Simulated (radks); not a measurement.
Values are calculated unless marked as measured or tabulated.
Task: In41+, 8 electrons, occupied as [He] 2s2 2p4. Code: a radial shooting solver on a logarithmic mesh with Libxc functionals. Model: Dirac Kohn-Sham, PBE, spin-unpolarised, spherical densities, finite nucleus; open shells fill j = l - 1/2 first; Fermi nuclear charge, rms radius 4.6156 fm. Some entries of the table are withheld. Estimate them.

orbital  occ.  eigenvalue (eV)  <r^2> (bohr^2)  <1/r> (bohr^-1)
1s1/2       2        -30804.09        0.001189            51.93
2s1/2       2              (1)             (2)            12.45
2p1/2       2        -6674.443             (3)              (4)
2p3/2       2        -6444.976             (5)              (6)
3s1/2       0              (7)             (8)            5.216
3p1/2       0        -2806.642         0.08782            5.169
3p3/2       0        -2744.108         0.09212            4.950

Result: 
(1) 2s1/2 eigenvalue (eV): -6879.719
(2) 2s1/2 <r^2> (bohr^2): 0.01806
(3) 2p1/2 <r^2> (bohr^2): 0.01324
(4) 2p1/2 <1/r> (bohr^-1): 12.39
(5) 2p3/2 <r^2> (bohr^2): 0.01437
(6) 2p3/2 <1/r> (bohr^-1): 11.58
(7) 3s1/2 eigenvalue (eV): -2875.104
(8) 3s1/2 <r^2> (bohr^2): 0.09736
